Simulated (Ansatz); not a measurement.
WO2⁺. Total charge 1; doublet. Geometry PBE-D4/def2-TZVP, that of the neutral singlet.

```tsv
atom	x (Å)	y (Å)	z (Å)
W1	0.4632	-0.4628	-0.2428
O2	-0.2416	-0.3960	1.2985
O3	-0.2216	0.8588	-1.0557
```

In the def2 sets W takes a core potential; there is no spin–orbit coupling. The structure comes from a short search, and lower isomers may exist.

Task: Estimate the α-spin orbital energies around the gap (eV) in Ansatz with PBE-D4/def2-TZVP, r2SCAN-D4/def2-TZVP, PBE0-D4/def2-TZVP.

Result: 
```tsv
orbital	PBE-D4/def2-TZVP	r2SCAN-D4/def2-TZVP	PBE0-D4/def2-TZVP
HOMO−5	-17.12	-17.43	-18.71
HOMO−4	-16.72	-16.90	-17.98
HOMO−3	-16.34	-16.48	-17.72
HOMO−2	-16.20	-16.48	-17.55
HOMO−1	-14.46	-14.67	-15.88
HOMO	-13.27	-13.73	-14.58
LUMO	-11.63	-11.55	-10.71
LUMO+1	-10.74	-10.56	-10.01
LUMO+2	-10.17	-9.99	-9.09
LUMO+3	-8.17	-7.87	-7.37
LUMO+4	-7.43	-7.11	-6.57
LUMO+5	-6.16	-5.72	-5.39
β HOMO	-14.52	-14.79	-16.04
β LUMO	-11.48	-10.82	-10.43
```
